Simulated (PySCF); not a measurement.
Q: Give a PBE0-D3(BJ)/def2-SVP geometry of InChI=1S/C2H2N3Si/c3-1-6(5)2-4/h5H2. (Doublet state.)

A: 
```
atom  x, y, z in Å
N1    -1.809    2.349   -0.053
C2    -1.061    1.480    0.128
Si3    0.065    0.100    0.609
N4    -0.480   -1.345   -0.135
C5     1.762    0.486   -0.005
N6     2.871    0.696   -0.275
H7    -1.463   -1.597   -0.112
H8     0.123   -2.160   -0.183
```

Any rigid rotation of these coordinates is as good. Atoms count from 1 in this order. Si3 (silicon bonded to 2 C and N) is pyramidal (angles 108.9°, 108.9° and 108.6°, sum 326.4°, 0.62 Å off the plane of its three neighbours). N4 (nitrogen bonded to Si and 2 H) has angles 120.6°, 120.5° and 112.1°, sum 353.2°, 0.18 Å off the plane of its three neighbours.

Bonds between heavy atoms (Å): N1≡C2 1.161, C2–Si3 1.845, Si3–N4 1.714, Si3–C5 1.845, C5≡N6 1.161.

Computed with PBE0-D3(BJ)/def2-SVP geometry optimisation, gas phase (PySCF 2.14.0).

Point group: Cs (every atom within 0.08 Å of its image). No frequency check. ⟨S²⟩ = 0.755 (exact for a doublet: 0.75). Torsions: C2–Si3–N4–H -46° and 165°.

One conformer stands for the species.
